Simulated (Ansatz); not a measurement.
A barrier at the coupled-cluster level

Start structure (SiNH₇F₂, closed shell), relaxed at PBE0-D4/def2-TZVP:

Si1  (-0.390, -1.226, 0.512)
H2  (1.056, -0.911, 0.873)
H3  (-0.290, -2.061, -0.707)
H4  (-0.892, -1.986, 1.680)
N5  (-1.373, 0.133, 0.240)
H6  (0.934, 1.603, -1.304)
F7  (0.171, 1.737, -1.830)
H8  (1.718, 0.299, 0.270)
F9  (2.069, 1.050, -0.181)
H10  (-1.785, 0.633, 1.009)
H11  (-1.217, 0.729, -0.561)
(Å)

The step: SiNH₅ ([NH2][SiH3]) + HF + HF → SiNH₄F ([NH2][SiH2][F]) + HF + H₂; bonds formed: Si1–F7, H2–H8, H6–F9; bonds broken: Si1–H2, H6–F7, H8–F9. Computed with Ansatz 0.2.0 (basis: def2-TZVPP and def2-QZVPP); correlated methods freeze the cores. Extrapolation: Hartree–Fock as exp(−7.88 √X), correlation as X^−2.97. Energies below are by CCSD(T) at an estimated basis limit (MP2 extrapolated from triple and quadruple zeta, plus CCSD(T) − MP2 in triple zeta).

Q: What are the electronic barrier and the energy of the step, from the start structure to the end structure? (To be estimated.)

A: Computed: Barrier 1.232 eV; step energy -1.263 eV (downhill); reverse barrier, their difference, 2.495 eV. Barrier and step energy count from the start structure, the reverse barrier from the end structure.

The saddle point: One imaginary mode of 1048i cm⁻¹.
| pair | start (Å) | saddle (Å) | end (Å) |
| --- | --- | --- | --- |
| Si1–F7 | 3.82 | 1.96 | 1.63 |
| H2–H8 | 1.50 | 0.94 | 0.75 |
| H6–F9 | 1.69 | 1.13 | 0.93 |
| Si1–H2 | 1.52 | 1.67 | 4.11 |
| H6–F7 | 0.94 | 1.14 | 1.75 |
| H8–F9 | 0.94 | 1.23 | 2.53 |

Zero-point energy (harmonic, PBE0-D4): ZPE is 2.051 eV at the start and 1.985 eV at the saddle, so the barrier goes from 1.232 to 1.166 eV.

No T1 diagnostic of these runs exceeds 0.012.

Labels in which every atom is bracketed show which atoms are joined, not bond orders.

For scale, one of the runs: CCSD(T)/def2-TZVPP, 233 basis functions, launched by `ansatz run in.yaml --threads 4 --pin off --events-out ev --progress --plain --max-ram 9574MiB`. Hardware: 4 CPU threads of an Arm Neoverse V2, shared host. Wall time 110 s; peak host memory 4.3 GiB.
